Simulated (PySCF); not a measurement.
## Relaxation of singlet Li₃Te⁺

Computed with PBE0 in PySCF with Te def2-TZVP with ECP28, Li def2-TZVP; scalar-relativistic core potentials, no spin–orbit coupling; density-fitted integrals. A (50,194) grid was used.

A hand-made T-shaped start, of C2v symmetry, held to at least that symmetry:

Coordinates in bohr (charge 1 multiplicity 1):
```
Te    0.0000    0.0000   -0.2477
Li    0.0000    0.0000    4.7340
Li    4.9787    0.0000   -0.0738
Li   -4.9787    0.0000   -0.0738
```

Question: What forces act on the atoms at the start (eV/Å)?

Answer: 
```tsv
atom	Fx	Fy	Fz
Te1	0.00	0.00	0.78
Li2	0.00	0.00	-0.41
Li3	-0.53	0.00	-0.18
Li4	0.53	0.00	-0.18
```

Question: What does it relax to?

Answer: It ends at D3h with Te–Li 2.494 Å (×3); Li–Te–Li 120.0° (×3) (after a last refinement on a finer grid). No frequency check is given, so it may be a saddle point. Other isomers or separated fragments may lie lower.

Question: How much energy is released, and in how many steps?

Answer: 39.3 kJ/mol in 12 steps.

The relaxation took of the order of 40 core-seconds on a shared host.
